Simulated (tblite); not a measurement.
Compound: C6H8F (doublet state).
SMILES with atom numbers: `[F:1][CH2:2][C:3]12[CH2:4][C:5]([CH2:6]1)[CH2:7]2` (hydrogens: H8, H9 on C2; H10, H11 on C4; H12, H13 on C6; H14, H15 on C7)

Computed geometry: GFN2-xTB, gas phase. This method treats the open shell by occupation alone, without spin polarisation.

(1) Give the optimised bond lengths and angles.

## Answers

(1) 
```
                   bond  length (Å)
                  F1–C2       1.371
                  C2–C3       1.514
    C3–C4, C3–C6, C3–C7       1.538
    C4–C5, C5–C6, C5–C7       1.535
           C2–H8, C2–H9       1.096
C4–H10 and 5 like bonds       1.085
```

Bonds in one row agree within 0.01 Å and their mean is given. A selection of angles:
```
     angle  degrees
  F1–C2–C3    110.5
  F1–C2–H8    107.1
  C3–C2–H8    110.8
  H8–C2–H9    110.4
  C2–C3–C4    125.7
  C2–C3–C6    124.4
  C4–C3–C6     90.0
  C3–C4–C5     70.4
 C3–C4–H10    116.9
 C5–C4–H10    117.3
H10–C4–H11    112.2
  C4–C5–C6     90.1
```

Torsions: F1–C2–C3–C4 -61° (synclinal); C2–C3–C4–C5 -179° (antiperiplanar); C3–C4–C5–C6 45° (synclinal); C4–C5–C6–C3 -45° (synclinal); C4–C5–C7–C3 45° (synclinal); C2–C3–C6–C5 180° (antiperiplanar); C2–C3–C7–C5 179° (antiperiplanar).

The 4-membered ring C3–C4–C5–C6 has internal angles of 70.4° to 90.1° (sum 321°, against 360° for a flat polygon); it is puckered, 0.31 Å rms from its mean plane, widest ring torsion 45°. C5 (carbon bonded to 3 C) is pyramidal (angles 90.2°, 90.1° and 90.1°, sum 270.4°, 0.88 Å off the plane of its three neighbours). The 4-membered ring C3–C4–C5–C7 has internal angles of 70.4° to 90.2° (sum 321°, against 360° for a flat polygon); it is puckered, 0.31 Å rms from its mean plane, widest ring torsion 45°. The 4-membered ring C3–C6–C5–C7 has internal angles of 70.4° to 90.1° (sum 321°, against 360° for a flat polygon); it is puckered, 0.31 Å rms from its mean plane, widest ring torsion 45°. The C–C distances run from 1.514 Å (C2–C3, drawn single) to 1.538 Å (C3–C4, drawn single), a spread of 0.024 Å. Of the pairs four or more bonds apart, H13···H15 is among the closest relative to their van der Waals radii: 2.32 Å, 97 % of the sum of Bondi's values.

Point group: Cs (every atom within 0.08 Å of its image). Its GFN2-xTB frequencies are all real (lowest 68 cm⁻¹).

One conformer stands for the species.
